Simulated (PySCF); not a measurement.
Two-component Hartree-Fock for Ti (titanium, neutral)

Start: [Ar] 3d2 4s2; 3d3/2 filled at m_j = +1/2, +3/2. Calculated with PySCF 2.14 in x2c-TZVPall-2c (6s7p4d1f, 54 functions): generalised Hartree-Fock with the X2C-1e Hamiltonian and a Gaussian nucleus; one run each with spin-orbit coupling (SO) switched off, then screened by Boettger's factors.

```tsv
spinor shell	electrons	ε, spin-free (eV)	ε, screened SO (eV)	weight of nominal j (screened SO)	rms radius, screened SO (bohr)
1s1/2	2	-5017.8	-5017.7	1.000	0.0804
2s1/2	2	-589.12	-589.09	1.000	0.350
2p1/2	2	-484.81	-489.02	0.993	0.319
2p3/2	4	-484.81	-482.70	0.997	0.321
3s1/2	2	-79.071	-79.060	1.000	1.08
3p1/2	2	-48.920	-50.364	0.654	1.18
3p3/2	4	-48.920	-48.188	0.827	1.18
3d3/2	2	-11.778	-11.788	0.718	1.67
4s1/2	2	-6.066	-6.065	1.000	4.04
```

```csv
quantity,spin-free,screened SO
E (hartree),-852.73020,-852.73748
M_J,2,2
⟨J²⟩,8.015,7.883
⟨L²⟩,12.008,12.006
⟨S²⟩,2.007,2.006
```

The determinant has a definite M_J but mixes levels of different J.

Each row is a mean over spinors that exchange with the open shell spreads, by up to 7.256 eV (3p1/2).

Rows whose weight is well below 1 are mixtures of j = l ± 1/2: exchange outweighs spin-orbit coupling there, and the label is only the starting occupation.

Without spin-orbit coupling the j labels of p, d and f shells carry no meaning; the spin-free column gives the mean over the occupied spinors of each nl shell, and its ⟨J²⟩ belongs to a mixture of degenerate components.
